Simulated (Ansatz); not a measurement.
```yaml
crystal:
  periodic: [false, false, false]
  atoms:
    - {symbol: O, position_ang: [-1.071539, -0.407140, -0.305206]}
    - {symbol: B, position_ang: [-0.206638, -0.037845, -0.476427]}
    - {symbol: Ga, position_ang: [0.551661, 0.195949, 0.700138]}
    - {symbol: H, position_ang: [-1.413399, -0.420827, -0.930315]}
    - {symbol: H, position_ang: [0.044704, 0.124009, -1.083512]}
    - {symbol: H, position_ang: [0.647956, 0.990266, 1.070080]}
    - {symbol: H, position_ang: [1.161695, -0.479989, 0.924299]}
basis:
  gaussian: {orbitals: def2-TZVPP}
hamiltonian: {xc: {name: SVWN5}}
accuracy: high
output: {forces: true}
```

```sh
$ ansatz run in.yaml --threads 2 --pin off --events-out ev --progress --plain --max-ram 4352MiB
```

Shortened log:

```
Functional definition: SVWN5
2662 factors; integrals over basis functions are off by at most 4.5e-9 eV
mean field evaluation 1: about -54993.4808 eV, gradient 1.2e2 eV
mean field evaluation 2: about -54924.9838 eV, gradient 2.1e2 eV
mean field evaluation 4: about -55014.3756 eV, gradient 2.4e1 eV
mean field evaluation 8: about -55015.4356 eV, gradient 8.0e-2 eV
mean field evaluation 16: about -55015.4371 eV, gradient 3.2e-5 eV
mean field -55015.43714881 eV, -2021.7800244162 hartree, gradient 2.7e-8 eV, S^2 0.000000; 1 other end points of the search recorded, 0 dependent functions left out
reference -55015.43715226 eV, -2021.7800245430 hartree; 24, 24 occupied and 142, 142 virtual orbitals, 2662 factors
Total energy: -55015.43715226 eV, -2021.7800245430 hartree
Atom 0 at    -1.071539    -0.407140    -0.305206 Å, force   -44.320977   -24.062668    36.370260 eV/Å
Atom 1 at    -0.206638    -0.037845    -0.476427 Å, force    26.060186     8.249025    15.872132 eV/Å
Atom 2 at     0.551661     0.195949     0.700138 Å, force   -13.966706   -12.565985    -8.778848 eV/Å
Atom 3 at    -1.413399    -0.420827    -0.930315 Å, force   -19.053717    -2.355524   -28.442540 eV/Å
Atom 4 at     0.044704     0.124009    -1.083512 Å, force    18.969254    12.637546   -49.897121 eV/Å
Atom 5 at     0.647956     0.990266     1.070080 Å, force     5.240017    49.009746    23.855695 eV/Å
Atom 6 at     1.161695    -0.479989     0.924299 Å, force    27.071943   -30.912140    11.020422 eV/Å
Dipole moment:    -0.433399    -0.112867    -0.419072 e Å
```

Task: What is wrong with this run?

Result: The geometry is squeezed to about two thirds of its size. The calculation finished and met its thresholds. The result belongs to that input, not to the molecule as meant.
